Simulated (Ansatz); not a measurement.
This geometry of CH4AlFO2 (9 atoms, charge 0, multiplicity 1) is a first-order saddle point.

The calculation used RKS PBE-D4/6-31G* in Ansatz 0.2.0.

```xyz
9
Properties=species:S:1:pos:R:3
O -0.353 -0.133 2.140
Al 0.883 0.256 1.006
O 0.914 -0.287 -0.670
C -0.263 -0.202 -1.359
F -1.178 0.610 -0.609
H -1.219 -0.374 1.762
H 2.195 0.964 1.534
H -0.763 -1.183 -1.487
H -0.127 0.303 -2.334
```

(1) Which two structures does it join? (They come from a converged band through this point; their orientation in space is the band's.)

(2) How far does it lie above each of them?

Answers

(1) Bonds formed: Al2–F5. The dihedral O1–Al2–O3–C4 goes from -4 to 114°.

Image 0:

```xyz
9
Properties=species:S:1:pos:R:3
O -0.272 0.900 1.964
Al 1.025 0.270 1.025
O 0.796 -0.332 -0.595
C -0.383 -0.461 -1.286
F -1.505 -0.330 -0.432
H -1.139 0.807 1.525
H 2.503 0.237 1.584
H -0.454 -1.466 -1.744
H -0.484 0.329 -2.058
```

Image 6:

```xyz
9
Properties=species:S:1:pos:R:3
O -0.346 -0.459 2.213
Al 0.453 0.301 0.890
O 0.730 -0.780 -0.608
C -0.060 -0.143 -1.431
F -0.749 0.997 -0.410
H -0.926 -1.225 2.058
H 1.571 1.373 1.229
H -0.974 -0.658 -1.786
H 0.389 0.547 -2.172
```

(2) 0.032 eV above the first and 0.309 eV above the second. This is the barrier of this one path; another mechanism may lie lower.

Time of the run: 2.1 min on 1 thread of Arm Neoverse V1 (shared host), peak memory 0.27 GiB.
